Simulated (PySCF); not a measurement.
## Basis-set dependence of AlTl⁺ at CCSD(T)

PySCF, UHF reference; doublet, unpaired electrons σ ↑; De to Al⁺ + Tl without counterpoise correction. Frozen cores follow the default of each basis and core potential.

```tsv
basis	relativity	functions	Re (Å)	ωe (cm⁻¹)	De (eV)	frozen orbitals
def2-SVP	scalar-relativistic core potentials	44	3.435	111	n/a	9
cc-pV(D+d)Z/cc-pVDZ-PP	scalar-relativistic core potentials	46	3.472	112	n/a	9
def2-SVPD	scalar-relativistic core potentials	56	3.492	104	n/a	9
```

Problem. How does each smaller set differ from the one with most functions, def2-SVPD?

Solution. def2-SVP: -5.7 pm, +6.7 % in ωe; cc-pV(D+d)Z/cc-pVDZ-PP: -2.0 pm, +7.7 % in ωe. All at CCSD(T); the set with most functions is neither the basis-set limit nor always the best.

Correlated steps freeze 9 core orbitals. These are scalar-relativistic numbers at best; spin–orbit coupling would shift them, the dissociation energy most. The state was picked by a PBE0 search and need not be the measured ground state.
